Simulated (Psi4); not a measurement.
Noncovalent pair: COS (SMILES O=C=S) (first 3 atoms) with H2 (SMILES [H][H]); geometry from B3LYP-D3(BJ)/def2-TZVP, rigid monomers moved along the line of their centres of mass till C2···H4 is 5.70 Å.
(charge 0, multiplicity 1):
```xyz
5

O      1.429     0.605     0.111
C      0.389     0.173    -0.147
S     -1.017    -0.411    -0.495
H      0.635     0.251     5.552
H     -0.050    -0.035     5.496
```

These are SAPT0/jun-cc-pV(D+d)Z in Psi4 values and carry that method's errors.

Task: Which attractive term is largest, and how does the interaction split up?

Result: electrostatics -0.01, exchange 0.00, induction 0.00, dispersion -0.01, total -0.02 kcal/mol; the largest attraction is dispersion.
